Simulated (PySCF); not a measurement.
SbSCl3: from structure and modes to constants

All numbers come from PySCF, PBE, basis Sb def2-SVP with ECP28, S def2-SVP, Cl def2-SVP (scalar-relativistic core potentials, no spin–orbit coupling, density fitting).

The singlet minimum has C3v symmetry. Masses (u): Sb 120.90382, S 31.97207, Cl 34.96885.

```xyz
5
charge 0 multiplicity 1, angstrom
Sb    0.0000   -0.1430   -0.1011
S     0.0000   -1.9637   -1.3892
Cl    1.8091    0.1599    1.3925
Cl   -1.8091    0.1599    1.3925
Cl    0.0000    1.9696   -1.1655
```

Harmonic wavenumbers (cm⁻¹): 100.5 (e, ×2), 126.9 (e, ×2), 136.1 (a1, ×1), 343.7 (a1, ×1), 361.8 (e, ×2), 477.9 (a1, ×1).

(1) Find the principal moments of inertia and the rotational constants. What kind of rotor is it?

(2) What is the harmonic zero-point energy?

(3) Find the vibrational entropy and heat capacity at 298.15 K.

(4) Give the standard entropy (298.15 K, 1 bar) by its translational, rotational, vibrational and spin parts, and Cp.

Answers

(1) About the centre of mass I = 457.79, 509.26, 509.26 u Å². With B = 16.8576/I this gives 0.03682, 0.0331, 0.0331 cm⁻¹. The molecule is a prolate symmetric top.

(2) Half the sum of all 9 wavenumbers, 2136/2 = 1068 cm⁻¹, which is 12.8 kJ/mol (1 cm⁻¹ = 0.0119627 kJ/mol).

(3) With u = 1.43878 ω/T, each mode gives S = R[u/(eᵘ−1) − ln(1−e⁻ᵘ)] and C = R u² eᵘ/(eᵘ−1)².
| ω (cm⁻¹) | u | S (J/(mol K)) | C (J/(mol K)) |
| --- | --- | --- | --- |
| 100.5 (×2) | 0.485 | 14.41 | 8.15 |
| 126.9 (×2) | 0.612 | 12.52 | 8.06 |
| 136.1 | 0.657 | 11.96 | 8.02 |
| 343.7 | 1.659 | 5.00 | 6.64 |
| 361.8 (×2) | 1.746 | 4.66 | 6.49 |
| 477.9 | 2.306 | 2.99 | 5.44 |
The sums over all modes are S = 83.1 and C = 65.5 J/(mol K); the softest mode gives 17 % of the entropy (each member, where degenerate).

(4) Sackur–Tetrode with M = 257.78 u gives 178.1; rotation with symmetry number 3 gives 116.7; vibration 83.1; spin R ln 1 = 0.0. The total is 377.9 J/(mol K), and Cp = 4 R + 65.5 = 98.8 J/(mol K).

Only a few start shapes were tried, so a lower isomer may exist.
